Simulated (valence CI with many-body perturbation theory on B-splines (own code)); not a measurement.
# Energy levels of Cu⁶⁺

Method: relativistic CI+MBPT: five valence electrons over a frozen Dirac-Fock core [Ar], a basis of 7 s, 7 p, 8 d, 6 f, 4 g, 1 h functions for each j, with the one-electron correlation potential Σ1, the two-electron term Σ2, the three-electron term Σ3, Breit, model QED; selected CI, second order for the rest, scaled by the run's own slope (own B-spline code, finite nucleus).

Set against measurement, 36 paired levels are off by 876 cm⁻¹ on average, the worst by 2342. These come from a selection out of Gamrath, thesis, University of Mons (2023). Levels without a partner in it may be off by more, other configurations by 1,000 to 8,000 cm⁻¹. Among the levels kept, up to 1700 cm⁻¹ of a level comes from second order outside the variational space, and about a tenth of that is noise between levels of different J, which matters for small intervals. The list stops below the first excitations out of the core. Only levels of the ground parity were solved; by the run's estimate the other parity begins above the list, which can be wrong where configurations are misplaced.

Levels 1 to 45 of 46, with energies above the lowest level, 3d5 6S_5/2. "Leading %" is the weight of the configuration and term that name the level; weights of strongly mixed levels are sums over their largest components and can fall short. In the jj column 3d3/2^4 stands for four electrons in 3d with j = 3/2. Lifetimes count E1, E2, E3, M1 and M2 decay at the calculated energies, and are blank where another channel may lead or the interval is too uncertain; long ones can be off by a factor of two.

```
No.  Configuration  Term     J  E (eV)  Leading %  Lifetime                 Leading jj
  1            3d5    6S   5/2   0.000         99               3d3/2^2 3d5/2^3 (43 %)
  2            3d5    4G  11/2   5.612         99               3d3/2^2 3d5/2^3 (51 %)
  3            3d5    4G   5/2   5.620         99     727 s     3d3/2^2 3d5/2^3 (39 %)
  4            3d5    4G   9/2   5.628         99   13700 s     3d3/2^2 3d5/2^3 (66 %)
  5            3d5    4G   7/2   5.628         99   59300 s     3d3/2^2 3d5/2^3 (42 %)
  6            3d5    4P   5/2   6.279         84   88.6 ms       3d3/2^4 3d5/2 (34 %)
  7            3d5    4P   3/2   6.322         87    133 ms     3d3/2^2 3d5/2^3 (47 %)
  8            3d5    4P   1/2   6.368         95               3d3/2^2 3d5/2^3 (53 %)
  9            3d5    4D   7/2   6.841         98               3d3/2^2 3d5/2^3 (55 %)
 10            3d5    4D   1/2   6.901         95               3d3/2^2 3d5/2^3 (79 %)
 11            3d5    4D   3/2   6.931         87                 3d3/2 3d5/2^4 (50 %)
 12            3d5    4D   5/2   6.932         85    504 ms     3d3/2^2 3d5/2^3 (38 %)
 13            3d5    2I  11/2   8.113         98               3d3/2^2 3d5/2^3 (48 %)
 14            3d5    2I  13/2   8.130        100     214 s    3d3/2^2 3d5/2^3 (100 %)
 15            3d5    2D   5/2   8.726         64    111 ms       3d3/2^4 3d5/2 (34 %)
 16            3d5    2D   3/2   8.896         88    271 ms     3d3/2^2 3d5/2^3 (62 %)
 17            3d5    2F   7/2   9.140         90    183 ms     3d3/2^2 3d5/2^3 (39 %)
 18            3d5    4F   9/2   9.319         92    289 ms     3d3/2^2 3d5/2^3 (49 %)
 19            3d5    4F   5/2   9.335         73    290 ms     3d3/2^2 3d5/2^3 (68 %)
 20            3d5    4F   7/2   9.373         88    207 ms       3d3/2 3d5/2^4 (49 %)
 21            3d5    4F   3/2   9.442         88    218 ms       3d3/2 3d5/2^4 (46 %)
 22            3d5    2F   5/2   9.527         45    105 ms             3d5/2^5 (52 %)
 23            3d5    2H   9/2   9.823         73    253 ms     3d3/2^2 3d5/2^3 (69 %)
 24            3d5    2H  11/2   9.961         97                 3d3/2 3d5/2^4 (63 %)
 25            3d5    2G   7/2  10.092         96               3d3/2^2 3d5/2^3 (69 %)
 26            3d5    2G   9/2  10.226         70    503 ms       3d3/2 3d5/2^4 (64 %)
 27            3d5    2F   5/2  10.782         97    513 ms     3d3/2^2 3d5/2^3 (56 %)
 28            3d5    2F   7/2  10.820         97    494 ms       3d3/2 3d5/2^4 (40 %)
 29            3d5    2S   1/2  11.832         99    133 ms     3d3/2^3 3d5/2^2 (40 %)
 30            3d5    2D   3/2  13.192         99               3d3/2^3 3d5/2^2 (35 %)
 31            3d5    2D   5/2  13.210         98                 3d3/2 3d5/2^4 (35 %)
 32            3d5    2G   9/2  14.657         99               3d3/2^2 3d5/2^3 (82 %)
 33            3d5    2G   7/2  14.665         99               3d3/2^2 3d5/2^3 (49 %)
 34            3d5    2P   3/2  17.770         98               3d3/2^2 3d5/2^3 (74 %)
 35            3d5    2P   1/2  17.787         99               3d3/2^2 3d5/2^3 (46 %)
 36            3d5    2D   5/2  19.305         99               3d3/2^2 3d5/2^3 (83 %)
 37            3d5    2D   3/2  19.321         98                 3d3/2 3d5/2^4 (48 %)
 38         3d4 4s    6D   1/2  48.406         98   9.21 μs  3d3/2^2 3d5/2^2 4s (44 %)
 39         3d4 4s    6D   3/2  48.457         98   9.18 μs    3d3/2^3 3d5/2 4s (44 %)
 40         3d4 4s    6D   5/2  48.538         98   9.15 μs  3d3/2^2 3d5/2^2 4s (62 %)
 41         3d4 4s    6D   7/2  48.643         98   9.10 μs  3d3/2^2 3d5/2^2 4s (45 %)
 42         3d4 4s    6D   9/2  48.768         98   9.05 μs    3d3/2 3d5/2^3 4s (44 %)
 43         3d4 4s    4D   1/2  49.940         98   2.59 μs    3d3/2^3 3d5/2 4s (33 %)
 44         3d4 4s    4D   3/2  50.018         98   2.59 μs  3d3/2^2 3d5/2^2 4s (51 %)
 45         3d4 4s    4D   5/2  50.135         98   2.59 μs  3d3/2^2 3d5/2^2 4s (50 %)
```

Names give the largest LS component (configuration and term), which can be under half, so a name can repeat, a term be missing and a line seem to break the LS rules; names also repeat where a configuration has a term twice.

Where two levels of one J and parity lie close, their mixing, g and order are uncertain.

The ionisation energy to 3d4 5D_0 of the next ion comes out as 137.64 eV (NIST: 139 ± 1.2 eV (semi-empirical)). All 46 levels together are meant to be complete up to 50.868 eV.
